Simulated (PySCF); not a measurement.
A series of related molecules.

All values: PBE0/pcSseg-1 (PySCF) at GFN2-xTB geometries, gas phase, one conformer each.

**Question.** Rank by HOMO–LUMO gap, highest first.
A. `C#C[C@H]1C[SiH2]CS1`
B. `C#CC#C[C@H]1C[SiH2]CS1`
C. `C#C[C@H]1C[SiH2][SiH2]CS1`
D. `C#CC1(C#C)C[SiH2]CS1`

**Answer.** A (6.55 eV), C (6.33 eV), D (6.20 eV), B (5.65 eV).

**Question.** Rank by dipole moment, highest first.
A. `[CH:1]#[C:2][C@H:3]1[CH2:4][SiH2:5][CH2:6][S:7]1` with C2–C3–C4–Si5 75°, C3–C4–Si5–C6 19°, C4–Si5–C6–S7 12°, Si5–C6–S7–C3 -34°
B. `[CH:1]#[C:2][C@H:3]1[CH2:4][SiH2:5][SiH2:6][CH2:7][S:8]1` with C2–C3–C4–Si5 54°, C3–C4–Si5–Si6 47°, C4–Si5–Si6–C7 -36°, Si5–Si6–C7–S8 52°
C. `[CH:1]#[C:2][C:3]1([C:4]#[CH:5])[CH2:6][SiH2:7][CH2:8][S:9]1` with C2–C3–C6–Si7 -163°, C3–C6–Si7–C8 20°, C6–Si7–C8–S9 12°, Si7–C8–S9–C3 -33°

**Answer.** C (1.73 D), A (1.57 D), B (1.12 D).

All values together:

```
                   SMILES                          change    formula  μ (D)  HOMO (eV)  LUMO (eV)  lowest IAO charge (e)  highest IAO charge (e)  lowest Hirshfeld charge (e)  highest Hirshfeld charge (e)
      C#C[C@H]1C[SiH2]CS1                          parent    C5H8SSi   1.57      -6.44       0.11             -0.632 (C)             +0.752 (Si)                   -0.169 (C)                   +0.343 (Si)
C#C[C@H]1C[SiH2][SiH2]CS1  SiH2 inserted into a C-Si bond  C5H10SSi2   1.12      -6.43      -0.11             -0.611 (C)             +0.450 (Si)                   -0.167 (C)                   +0.237 (Si)
     C#CC1(C#C)C[SiH2]CS1      H on C replaced by ethynyl    C7H8SSi   1.73      -6.56      -0.36             -0.633 (C)             +0.756 (Si)                   -0.168 (C)                   +0.346 (Si)
   C#CC#C[C@H]1C[SiH2]CS1      H on C replaced by ethynyl    C7H8SSi   1.64      -6.53      -0.88             -0.632 (C)             +0.752 (Si)                   -0.168 (C)                   +0.345 (Si)
```

Conformers: `[CH:1]#[C:2][C@H:3]1[CH2:4][SiH2:5][CH2:6][S:7]1` with C2–C3–C4–Si5 75°, C3–C4–Si5–C6 19°, C4–Si5–C6–S7 12°, Si5–C6–S7–C3 -34°; `[CH:1]#[C:2][C@H:3]1[CH2:4][SiH2:5][SiH2:6][CH2:7][S:8]1` with C2–C3–C4–Si5 54°, C3–C4–Si5–Si6 47°, C4–Si5–Si6–C7 -36°, Si5–Si6–C7–S8 52°; `[CH:1]#[C:2][C:3]1([C:4]#[CH:5])[CH2:6][SiH2:7][CH2:8][S:9]1` with C2–C3–C6–Si7 -163°, C3–C6–Si7–C8 20°, C6–Si7–C8–S9 12°, Si7–C8–S9–C3 -33°; `[CH:1]#[C:2][C:3]#[C:4][C@H:5]1[CH2:6][SiH2:7][CH2:8][S:9]1` with C4–C5–C6–Si7 74°, C5–C6–Si7–C8 21°, C6–Si7–C8–S9 11°, Si7–C8–S9–C5 -33°.

**Question.** Give the shifts from the parent, `C#C[C@H]1C[SiH2]CS1`.

**Answer.** 
| SMILES | change in μ (D) | change in HOMO (eV) | change in LUMO (eV) |
| --- | --- | --- | --- |
| C#C[C@H]1C[SiH2][SiH2]CS1 | -0.45 | +0.01 | -0.22 |
| C#CC1(C#C)C[SiH2]CS1 | +0.16 | -0.12 | -0.47 |
| C#CC#C[C@H]1C[SiH2]CS1 | +0.07 | -0.09 | -0.99 |
